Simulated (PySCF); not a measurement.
C₃H₅O, SMILES C(C)[C]=O, multiplicity 2. Geometry optimised at PBE0-D3(BJ)/def2-SVP. The isomer is the one that the SMILES or the coordinates give; other isomers of the formula were not compared. The values are those of a single conformer.

Problem. Give the equilibrium geometry at PBE0-D3(BJ)/def2-SVP (PySCF confirms it by a frequency run) as a Z-matrix. (The exact figures need the calculation; the answer reports its results.)

Solution. This is not unique; one that fits is 
```
C
H 1 1.1049
H 1 1.1054 2 106.48
C 1 1.5075 2 107.95 3 -111.58
O 4 1.1792 1 128.79 2 29.33
C 1 1.5182 2 112.63 3 121.57
H 6 1.0993 1 110.73 2 -59.39
H 6 1.0999 7 108.21 1 121.89
H 6 1.1001 7 107.84 8 116.21
```
Charge 0, spin multiplicity 2.
